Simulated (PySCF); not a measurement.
SMILES Oc1cccc[c]1[GeH3], singlet, GFN2-xTB optimised geometry.

```
16

O     -1.52    -1.64     0.00
C     -0.94    -0.40     0.00
C     -1.66     0.78     0.00
C     -0.98     1.99     0.00
C      0.41     2.00     0.00
C      1.11     0.81     0.00
C      0.45    -0.40     0.00
Ge     1.25    -2.17     0.00
H     -2.48    -1.57     0.00
H     -2.74     0.76     0.00
H     -1.53     2.91     0.00
H      0.93     2.95     0.00
H      2.20     0.82     0.00
H      0.84    -2.95     1.21
H      2.74    -2.05     0.01
H      0.85    -2.94    -1.21
```

Density from PBE/def2-TZVP in PySCF at that geometry.

Minimum of the electron density along straight lines between bonded atoms, close to the bond critical point (lines longer than 1.1 times the sum of covalent radii, or with two minima, are not listed):

```tsv
bond	length / Å	ρ at the minimum / e bohr⁻³	∇²ρ there / e bohr⁻⁵	position (fraction from the first atom)
O1–C2	1.363	0.290	(withheld)	0.65
C2–C3	1.384	0.320	-0.92	0.52
C3–C4	1.386	0.315	-0.90	0.50
C4–C5	1.383	0.319	-0.91	0.51
C5–C6	1.386	0.317	-0.91	0.50
C2–C7	1.392	0.317	-0.90	0.52
C6–C7	1.383	0.317	-0.90	0.50
C7–Ge8	1.944	0.128	0.11	0.53
O1–H9	0.964	(withheld)	(withheld)	0.80
C3–H10	1.083	0.281	-0.96	0.64
C4–H11	1.080	0.286	-1.00	0.64
C5–H12	1.080	0.285	-0.99	0.64
C6–H13	1.082	0.285	-1.00	0.64
Ge8–H14	1.491	0.143	0.09	0.60
Ge8–H15	1.497	0.141	0.09	0.60
Ge8–H16	1.491	0.143	0.09	0.60
```

Task: Some entries are withheld; supply them.

Result: 
- O1–C2, ∇²ρ there / e bohr⁻⁵: -0.57
- O1–H9, ρ at the minimum / e bohr⁻³: 0.360
- O1–H9, ∇²ρ there / e bohr⁻⁵: -2.43
